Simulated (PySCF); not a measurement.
Method: ωB97X-D3(BJ)/def2-TZVP // PBE0-D3(BJ)/def2-TZVP (PySCF). Isolated molecules, 0 K electronic values unless said otherwise. 

Reference species (SMILES): `[I][Al]([I])[I]` (neutral, multiplicity 1).

- HOMO = -9.99 eV
- HOMO–LUMO gap = 9.95 eV
- LUMO = -0.03 eV

Changed species: `[AlH3]` (whole molecule; the reference has whole molecule).

Problem. What does the change do to the HOMO, HOMO–LUMO gap and LUMO?

Solution. the HOMO falls by 1.15 eV, to -11.14 eV; the HOMO–LUMO gap increases by 1.29 eV, to 11.24 eV; the LUMO increases by 0.13 eV, to 0.10 eV.
